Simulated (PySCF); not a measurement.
CH₅O, charge +1, singlet, at a GFN2-xTB geometry. Base run: BLYP/STO-3G (PySCF).

The PySCF input:
```python
from pyscf import gto, scf, dft

mol = gto.Mole()
mol.atom = '''
    C    -0.01927668    0.75112854    0.00090995
    O    -0.01945091   -0.71002909    0.07309383
    H    -1.05393514    1.08479565    0.06211764
    H     0.89956319   -1.05604335    0.06619891
    H     0.52546643    1.12435414    0.86667889
    H     0.43988827    1.11244731   -0.91822338
    H    -0.53971541   -1.09209225   -0.66698245
'''
mol.basis = 'sto-3g'
mol.charge = 1
mol.verbose = 3
mol.build()

mf = dft.RKS(mol)
mf.xc = 'blyp'
mf.kernel()
```

Each row names what was changed in the base input (with any setting that the change needs).

```json
[
 {"change": "base", "ΔE vs base (µEh)": "0.0", "grid points": "77240", "electrons on the grid": "18.00001"},
 {"change": "grids.becke_scheme = stratmann", "ΔE vs base (µEh)": "1.2", "grid points": "77240", "electrons on the grid": "18.00001"},
 {"change": "grids.atom_grid = (150, 974)", "ΔE vs base (µEh)": "2.2", "grid points": "571504", "electrons on the grid": "18.00000"},
 {"change": "grids.atom_grid = (75, 302)", "ΔE vs base (µEh)": "0.0", "grid points": "102392", "electrons on the grid": "18.00001"},
 {"change": "grids.level = 5", "ΔE vs base (µEh)": "2.2", "grid points": "203656", "electrons on the grid": "18.00000"},
 {"change": "grids.radi_method = gauss_chebyshev", "ΔE vs base (µEh)": "0.1", "grid points": "75872", "electrons on the grid": "18.00001"},
 {"change": "grids.level = 4", "ΔE vs base (µEh)": "2.2", "grid points": "135408", "electrons on the grid": "18.00000"},
 {"change": "grids.atom_grid = (99, 590)", "ΔE vs base (µEh)": "2.3", "grid points": "228576", "electrons on the grid": "18.00000"},
 {"change": "grids.atom_grid = (30, 110)", "ΔE vs base (µEh)": "47.3", "grid points": "17256", "electrons on the grid": "17.99984"},
 {"change": "grids.prune = dft.gen_grid.treutler_prune", "ΔE vs base (µEh)": "1.6", "grid points": "65976", "electrons on the grid": "18.00001"},
 {"change": "grids.radi_method = mura_knowles", "ΔE vs base (µEh)": "0.0", "grid points": "74432", "electrons on the grid": "18.00001"}
]
```
